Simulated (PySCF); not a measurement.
Run record for `[H]/N=C\C=C\CC(F)(F)F`: PBE0/IGLO-II, IEF-PCM chloroform, damping 0.2 at the start, DIIS from the seventh cycle, TDA, 3 singlets.

Method: TDA PBE0/IGLO-II, vertical, IEF-PCM chloroform (non-equilibrium linear response), core orbitals frozen in the response (PySCF 2.14.0, density-fitted response routines). Geometry: GFN2-xTB. A driver script takes a list of jobs; this job's settings line and coordinates (Å) are shown.

Command:
```bash
OMP_NUM_THREADS=1 python probes_run.py task.json out
```

Input:
```
{"job": {"kind": "uv", "xc": "PBE0", "basis": "IGLO-II", "solvent": "chloroform", "nstates": 3, "ntriplets": 0, "tda": true, "scf": {"damp": 0.2}}, "charge": 0, "multiplicity": 1}
N      3.514064     0.532782     0.175724
C      2.385145     0.645328    -0.369706
C      1.192453    -0.151527    -0.106934
C      0.042902     0.038593    -0.748425
C     -1.196458    -0.766983    -0.512162
C     -2.333577     0.124180    -0.039274
F     -2.630637     1.087887    -0.921583
F     -3.462929    -0.573813     0.158971
F     -2.054595     0.735261     1.119679
H      3.578042    -0.202553     0.880497
H      2.287578     1.420742    -1.124524
H      1.286195    -0.928883     0.642808
H     -0.045040     0.821675    -1.490276
H     -1.528990    -1.240460    -1.440165
H     -1.038568    -1.534239     0.247803
```

Problem. What does the run print?

Solution. 
```
damping 0.20 in the first 6 cycles
final grid: 134080 points
cycle   1  E = -547.8343749050  dE =  1.401e+00  |g| = 9.505e-01  |ddm| = 3.131e+00
cycle   2  E = -547.8546451949  dE = -2.027e-02  |g| = 9.294e-01  |ddm| = 1.017e+00
cycle   3  E = -547.8553468472  dE = -7.017e-04  |g| = 9.057e-01  |ddm| = 9.451e-01
cycle   4  E = -547.8253130612  dE =  3.003e-02  |g| = 9.618e-01  |ddm| = 1.062e+00
cycle   5  E = -547.7815373121  dE =  4.378e-02  |g| = 1.063e+00  |ddm| = 1.204e+00
cycle   6  E = -547.3357893401  dE =  4.457e-01  |g| = 1.755e+00  |ddm| = 2.198e+00
cycle   7  E = -546.3933294865  dE =  9.425e-01  |g| = 2.868e+00  |ddm| = 2.979e+00
cycle   8  E = -547.9776834353  dE = -1.584e+00  |g| = 2.586e-01  |ddm| = 1.531e+00
cycle   9  E = -547.9854827424  dE = -7.799e-03  |g| = 1.499e-01  |ddm| = 1.984e-01
cycle  10  E = -547.9904933428  dE = -5.011e-03  |g| = 2.213e-02  |ddm| = 1.193e-01
cycle  11  E = -547.9905722774  dE = -7.893e-05  |g| = 1.066e-02  |ddm| = 1.799e-02
cycle  12  E = -547.9905944449  dE = -2.217e-05  |g| = 1.011e-03  |ddm| = 6.050e-03
cycle  13  E = -547.9905946881  dE = -2.432e-07  |g| = 4.534e-04  |ddm| = 1.384e-03
cycle  14  E = -547.9905947406  dE = -5.257e-08  |g| = 7.940e-05  |ddm| = 4.052e-04
cycle  15  E = -547.9905947419  dE = -1.281e-09  |g| = 3.674e-05  |ddm| = 9.529e-05
cycle  16  E = -547.9905947422  dE = -2.265e-10  |g| = 1.299e-05  |ddm| = 2.663e-05
converged SCF energy = -547.9905947422

Static polarisability (au): isotropic 80.844, principal 49.361 68.891 124.280

Singlet excitations
state   eV       nm        f      main configurations
  1   4.6646    265.8   0.00546   H->L 0.96
  2   6.4585    192.0   1.08718   H-1->L 0.91
  3   7.5133    165.0   0.00337   H-3->L 0.55, H->L+1 0.38
```

H and L stand for HOMO and LUMO; the number after each pair is its weight.

Problem. Give S1 in cm⁻¹ and kJ/mol.

Solution. 4.6646 eV × 8065.54 = 37623 cm⁻¹; × 96.485 = 450.1 kJ/mol.

Problem. Which computed singlet has the largest oscillator strength, and what do all of them sum to?

Solution. State 2 at 6.46 eV (192 nm), f = 1.087; the 3 states sum to 1.096.

In short: SCF converged in 16 cycles with 234 basis and 857 fitting functions; HOMO -7.69 eV, LUMO -1.35 eV; lowest singlet 4.66 eV; mean polarisability 80.8 au.

The species at its GFN2-xTB geometry (one conformer only).

Problem. How long does this job take on an Arm Neoverse V1 with one thread, shared host with 64 logical CPUs at a one-minute load of 35? And the peak memory of the process?

Solution. About 39 s, with 1.1 GiB resident at the peak, the Python interpreter and its libraries included.

The values belong to the conformer `[H]/[N:1]=[CH:2]\[CH:3]=[CH:4]\[CH2:5][C:6]([F:7])([F:8])[F:9]`: N1–C2–C3–C4 -179°, C3–C4–C5–C6 120°, C4–C5–C6–F7 59°.
